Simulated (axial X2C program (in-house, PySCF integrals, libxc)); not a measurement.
## Outer orbitals of GaBr at 2.375 Å, M06

All values were computed with an in-house relativistic program for diatomic molecules. Spin-free means the one-electron spin-free X2C Hamiltonian; two-component (2c) means X2C with spin–orbit coupling and atomic mean-field two-electron Coulomb and Gaunt terms, so the difference of the two also holds small scalar two-electron terms. Basis: Br dyall-cv3z [8s9p6d4f1g], Ga dyall-cv3z [9s9p7d4f1g] (cores contracted in-house); Gaussian nuclei, density fitting, unrestricted open shells. Masses: Br 78.918 u, Ga 68.926 u.

The distance is close to the 2c PBE0 minimum; the highest filled and lowest empty levels are listed.

Spin-free orbitals, state M_S = 0, Λ = 0 (closed shell) (Löwdin shares):

```tsv
symmetry	occupied	ε (eV)	atomic character
σα	yes	-23.23	95% Ga d, 4% Br s
δ-α	yes	-23.19	100% Ga d
δ+α	yes	-23.19	100% Ga d
π+α	yes	-23.11	100% Ga d
π-α	yes	-23.11	100% Ga d
σα	yes	-21.10	79% Br s, 10% Ga d, 7% Ga p
σα	yes	-11.41	56% Ga s, 38% Br p, 3% Br s
π-α	yes	-7.98	89% Br p, 6% Ga p, 4% Ga d
π+α	yes	-7.98	89% Br p, 6% Ga p, 4% Ga d
σα	yes	-7.32	43% Br p, 30% Ga s, 23% Ga p
π-α	no	-1.94	90% Ga p, 6% Br p, 2% Br d
π+α	no	-1.94	90% Ga p, 6% Br p, 2% Br d
σα	no	-0.23	75% Ga p, 10% Ga d, 6% Ga s
π-α	no	1.30	98% Ga p
π+α	no	1.30	98% Ga p
```

One partner of each degenerate Kramers or spin pair is listed.

Spinors with spin–orbit coupling (state Ω = 0):

```tsv
ω	occupied	ε (eV)	atomic character	λ mixture
3/2	yes	-23.44	100% Ga d	85% δ, 15% π
1/2	yes	-23.42	98% Ga d	54% σ, 46% π
5/2	yes	-23.02	100% Ga d	100% δ
1/2	yes	-23.01	97% Ga d, 3% Br s	54% π, 46% σ
3/2	yes	-22.95	100% Ga d	85% π, 15% δ
1/2	yes	-21.11	78% Br s, 10% Ga d, 7% Ga p	100% σ
1/2	yes	-11.41	56% Ga s, 38% Br p, 3% Br s	100% σ
1/2	yes	-8.16	88% Br p, 6% Ga p, 4% Ga d	96% π, 4% σ
3/2	yes	-7.84	89% Br p, 7% Ga p, 4% Ga d	100% π
1/2	yes	-7.29	45% Br p, 29% Ga s, 22% Ga p	96% σ, 4% π
1/2	no	-1.98	91% Ga p, 6% Br p, 2% Br d	100% π
3/2	no	-1.89	90% Ga p, 6% Br p, 2% Br d	100% π
1/2	no	-0.23	75% Ga p, 10% Ga d, 6% Ga s	100% σ
1/2	no	1.28	98% Ga p	100% π
```

One partner of each degenerate Kramers or spin pair is listed.

Task: How does the gap between the highest filled and lowest empty level change from the spin-free to the 2c table?

Result: From 5.38 to 5.31 eV at M06, a change of -0.07 eV.

Mulliken charges and populations of the two-component result (they depend on the basis, above all on diffuse functions):

Br -0.35 e (s 7.99 p 17.34 d 10.02), Ga 0.35 e (s 7.97 p 12.60 d 10.07 f 0.01).

The state is a single determinant with fixed occupations, the lowest that a limited PBE0 search found.
